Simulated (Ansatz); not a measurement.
Input file for Ansatz (a program for electronic structure): U-CCSD(T)/def2-TZVPP on SiC+, 2S+1 = 2, a spin state set in the input, which need not be the lowest, a point of a bond scan (R = 1.837 Å). Charge +1.

Ansatz 0.2 input:
```yaml
crystal:
  periodic: [false, false, false]
  atoms:
    - {symbol: C, position_ang: [0.00000000, 0.00000000, 0.00000000]}
    - {symbol: Si, position_ang: [0.00000000, 0.00000000, 1.83655200]}
basis:
  gaussian:
    orbitals: def2-TZVPP
total_charge: 1
magnetization: {spin_polarized: true, initial_magnetization: 1}
correlation: {method: ccsd_t, electrons: valence}
output: {orbitals: {seedname: ./end}}
```

Program output:

```
WARN ansatz: RAYON_NUM_THREADS=2 ignored (pool sized by the plan → 2); use --threads N
Functional definition: HF
integrals: 0.07 GiB planned
447 factors; integrals over basis functions are off by at most 9.0e-4 eV
mean field: 0.13 GiB planned
mean field evaluation 1: about -8872.5585 eV, gradient 2.5e1 eV
mean field evaluation 2: about -8872.6806 eV, gradient 2.5e1 eV
mean field evaluation 4: about -8877.0163 eV, gradient 2.5e0 eV
mean field evaluation 8: about -8877.3883 eV, gradient 1.2e0 eV
mean field evaluation 16: about -8878.7338 eV, gradient 4.4e-1 eV
mean field evaluation 32: about -8878.7244 eV, gradient 3.7e-1 eV
mean field evaluation 64: about -8877.7902 eV, gradient 7.8e-1 eV
mean field evaluation 96: about -8877.2515 eV, gradient 1.2e0 eV
mean field evaluation 128: about -8877.1215 eV, gradient 4.6e-1 eV
mean field evaluation 160: about -8877.3736 eV, gradient 4.0e-3 eV
mean field evaluation 192: about -8878.7356 eV, gradient 2.2e-5 eV
mean field evaluation 224: about -8879.6886 eV, gradient 1.5e-5 eV
mean field evaluation 256: about -8879.6886 eV, gradient 4.8e-4 eV
mean field evaluation 288: about -8878.6126 eV, gradient 6.4e-1 eV
mean field evaluation 320: about -8878.7693 eV, gradient 9.9e-1 eV
mean field evaluation 352: about -8878.1709 eV, gradient 6.0e0 eV
mean field evaluation 384: about -8879.6886 eV, gradient 2.9e-6 eV
mean field evaluation 416: about -8879.6087 eV, gradient 2.5e0 eV
mean field evaluation 448: about -8878.4909 eV, gradient 2.4e0 eV
mean field evaluation 480: about -8879.9033 eV, gradient 3.6e-1 eV
mean field evaluation 512: about -8879.6533 eV, gradient 8.9e-1 eV
mean field evaluation 544: about -8879.6671 eV, gradient 3.9e-1 eV
mean field evaluation 576: about -8878.6213 eV, gradient 1.2e-1 eV
mean field evaluation 608: about -8879.9044 eV, gradient 1.3e-1 eV
mean field evaluation 640: about -8878.6268 eV, gradient 1.3e-1 eV
mean field evaluation 672: about -8878.6304 eV, gradient 5.0e-2 eV
mean field evaluation 704: about -8879.6781 eV, gradient 2.9e-1 eV
mean field evaluation 736: about -8878.6207 eV, gradient 1.4e-1 eV
mean field evaluation 768: about -8878.6094 eV, gradient 3.7e-1 eV
mean field evaluation 800: about -8878.6112 eV, gradient 1.4e-1 eV
mean field evaluation 832: about -8878.1960 eV, gradient 1.9e0 eV
mean field evaluation 864: about -8878.3122 eV, gradient 1.1e0 eV
mean field evaluation 896: about -8878.6193 eV, gradient 2.5e-3 eV
mean field evaluation 928: about -8878.2312 eV, gradient 1.0e0 eV
mean field evaluation 960: about -8878.6163 eV, gradient 5.6e-2 eV
mean field evaluation 992: about -8879.9056 eV, gradient 5.8e-4 eV
mean field evaluation 1024: about -8876.3430 eV, gradient 8.0e0 eV
mean field evaluation 1056: about -8878.5127 eV, gradient 3.7e0 eV
mean field evaluation 1088: about -8879.6439 eV, gradient 5.8e-1 eV
mean field evaluation 1120: about -8879.6886 eV, gradient 6.6e-4 eV
mean field evaluation 1152: about -8878.5843 eV, gradient 5.5e-1 eV
mean field evaluation 1184: about -8878.6004 eV, gradient 4.4e-1 eV
mean field evaluation 1216: about -8876.3437 eV, gradient 1.4e-1 eV
mean field evaluation 1248: about -8875.8319 eV, gradient 5.1e-1 eV
mean field evaluation 1280: about -8875.8246 eV, gradient 1.4e-2 eV
mean field evaluation 1312: about -8874.9945 eV, gradient 9.3e0 eV
mean field evaluation 1344: about -8876.1103 eV, gradient 7.9e0 eV
mean field evaluation 1376: about -8874.8453 eV, gradient 6.2e0 eV
mean field evaluation 1408: about -8873.4239 eV, gradient 8.7e-3 eV
mean field evaluation 1440: about -8877.2047 eV, gradient 3.6e-1 eV
mean field evaluation 1472: about -8877.2894 eV, gradient 4.1e-1 eV
mean field evaluation 1504: about -8875.5726 eV, gradient 7.8e0 eV
mean field evaluation 1536: about -8879.6599 eV, gradient 5.4e-4 eV
mean field evaluation 1568: about -8878.4849 eV, gradient 7.0e0 eV
mean field evaluation 1600: about -8878.6250 eV, gradient 1.5e-1 eV
mean field evaluation 1632: about -8878.6243 eV, gradient 3.1e-1 eV
mean field evaluation 1664: about -8878.6170 eV, gradient 5.2e-1 eV
mean field evaluation 1696: about -8876.1622 eV, gradient 9.5e0 eV
mean field evaluation 1728: about -8878.6193 eV, gradient 9.2e-3 eV
mean field evaluation 1760: about -8879.6886 eV, gradient 5.5e-3 eV
mean field evaluation 1792: about -8876.8093 eV, gradient 4.3e0 eV
mean field evaluation 1824: about -8877.8374 eV, gradient 2.9e0 eV
mean field evaluation 1856: about -8876.3773 eV, gradient 1.6e0 eV
mean field evaluation 1888: about -8876.7869 eV, gradient 5.1e0 eV
mean field evaluation 1920: about -8878.5196 eV, gradient 3.3e0 eV
mean field evaluation 1952: about -8878.2350 eV, gradient 5.0e-1 eV
mean field evaluation 1984: about -8878.1608 eV, gradient 6.4e-1 eV
mean field evaluation 2016: about -8873.8758 eV, gradient 6.9e0 eV
mean field evaluation 2048: about -8877.7940 eV, gradient 1.1e-2 eV
mean field evaluation 2080: about -8878.6389 eV, gradient 2.6e-2 eV
mean field evaluation 2112: about -8878.6094 eV, gradient 3.2e-1 eV
mean field evaluation 2144: about -8873.8713 eV, gradient 1.5e1 eV
mean field evaluation 2176: about -8878.2424 eV, gradient 1.6e0 eV
mean field evaluation 2208: about -8872.9870 eV, gradient 1.6e1 eV
mean field evaluation 2240: about -8878.7046 eV, gradient 7.9e-1 eV
mean field evaluation 2272: about -8878.6900 eV, gradient 5.5e0 eV
mean field evaluation 2304: about -8878.6260 eV, gradient 2.5e-3 eV
mean field evaluation 2336: about -8878.2185 eV, gradient 4.3e-1 eV
mean field evaluation 2368: about -8878.1433 eV, gradient 6.7e-1 eV
mean field evaluation 2400: about -8878.2809 eV, gradient 5.1e-1 eV
mean field evaluation 2432: about -8878.1628 eV, gradient 6.1e-1 eV
mean field evaluation 2464: about -8875.8272 eV, gradient 2.9e-2 eV
mean field evaluation 2496: about -8877.7611 eV, gradient 2.1e0 eV
mean field evaluation 2528: about -8878.5054 eV, gradient 7.2e-1 eV
mean field evaluation 2560: about -8878.0157 eV, gradient 1.3e1 eV
mean field evaluation 2592: about -8877.9128 eV, gradient 1.6e-1 eV
mean field -8879.90557357 eV, -326.3305108123 hartree, gradient 2.3e-6 eV, S^2 1.916293; 25 other end points of the search recorded, 0 dependent functions left out
determinant -8879.90557357 eV, -326.3305108123 hartree, with singles and doubles -8884.58255472 eV, -326.5023866997 hartree
determinant -8879.68862184 eV, -326.3225379837 hartree, with singles and doubles -8884.62586712 eV, -326.5039784008 hartree
determinant -8879.65989607 eV, -326.3214823308 hartree, with singles and doubles -8884.59268875 eV, -326.5027591185 hartree
determinant -8878.73556174 eV, -326.2875136707 hartree, with singles and doubles -8883.24396359 eV, -326.4531943830 hartree
determinant -8878.61929522 eV, -326.2832409550 hartree, with singles and doubles -8883.82294409 eV, -326.4744715238 hartree
determinant -8877.91229953 eV, -326.2572593426 hartree, with singles and doubles -8883.59661817 eV, -326.4661541996 hartree
determinant -8877.79358334 eV, -326.2528966030 hartree, with singles and doubles -8882.95045810 eV, -326.4424082552 hartree
determinant -8877.37395272 eV, -326.2374754624 hartree, with singles and doubles -8883.54344453 eV, -326.4642001046 hartree
determinant -8877.37362903 eV, -326.2374635668 hartree, with singles and doubles -8883.55244015 eV, -326.4645306875 hartree
determinant -8876.48221182 eV, -326.2047045886 hartree, with singles and doubles -8880.89222541 eV, -326.3667695989 hartree
determinant -8879.90557357 eV, -326.3305108123 hartree, with singles and doubles -8884.56008458 eV, -326.5015609371 hartree
determinant -8879.68862184 eV, -326.3225379837 hartree, with singles and doubles -8884.58666645 eV, -326.5025378029 hartree
determinant -8879.65989607 eV, -326.3214823308 hartree, with singles and doubles -8884.55077871 eV, -326.5012189528 hartree
mean field evaluation 2624: about -8879.6886 eV, gradient 2.5e-6 eV
6 core orbitals not correlated
reference -8879.68862184 eV, -326.3225379837 hartree; 4, 3 occupied and 63, 64 virtual orbitals, 447 factors
second order -3.78073237 eV of doubles, -0.00000000 eV of singles
coupled cluster: 0.19 GiB planned
cycle   1  -4.89804546 eV  change   -8.6e-7 eV  update   3.5e-6
coupled cluster: 0.19 GiB planned
perturbative correction -0.37673445 eV, -0.0138447357 hartree
WARN: the results are in doubt because among natural orbitals full CI differs from the method by +1.274 eV
Total energy: -8884.96340176 eV, -326.5163825701 hartree
In doubt: among natural orbitals full CI differs from the method by +1.274 eV
```

Self-consistency was reached. Its determinant has ⟨S²⟩ = 1.78, a mixture of spin states.

Warnings raised: large difference.

Cost: roughly 70 core-seconds.
